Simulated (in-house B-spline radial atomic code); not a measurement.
**Ionising the argon ion Ar³⁺ with different functionals**

Computed with a B-spline radial code for spherical atoms: four-component Dirac-Coulomb Hamiltonian, Fermi nucleus of rms radius 3.4274 fm, spin-restricted, spherical fractional occupations for the functionals. The ionisation energy is the difference of two self-consistent energies, [Ne] 3s2 3p3 → [Ne] 3s2 3p2, without Breit or QED terms; ε is the level of the shell that loses the electron (mean over j). The electron is taken from both j subshells in proportion to 2j + 1, so the result is a j average, not the step between ground levels.

Hybrids are left out here: with spherical fractional occupations of an open shell their exact exchange keeps a self-interaction that integer-occupation calculations don't have.

```csv
method,rung,ΔSCF (eV),-ε(3p) (eV)
LDA VWN5,LDA,57.73,50.02
relativistic LDA,LDA,57.73,50.01
LDA PW92,LDA,57.73,50.01
LDA exchange-only,LDA,56.13,48.43
PBE,GGA,57.64,49.94
PBEsol,GGA,57.57,49.87
BLYP,GGA,57.51,49.80
RPBE,GGA,57.61,49.92
PW91,GGA,57.73,50.02
BP86,GGA,57.73,50.02
AM05,GGA,57.56,49.86
OLYP,GGA,57.70,50.01
```

(1) How do they compare with the NIST value?

Answers

(1) NIST lists 59.6 eV ± 0.18 (semi-empirical, ground level to ground level). Errors run from -3.45 to -1.85 eV. The correlated functionals all miss on the same side by more than they spread, so the cause is common to them (Breit-QED terms, spin polarisation, the choice among j levels, multiplet and fine-structure energies, or a listed next ion that isn't the cheapest removal here) and closeness doesn't rank the functionals.
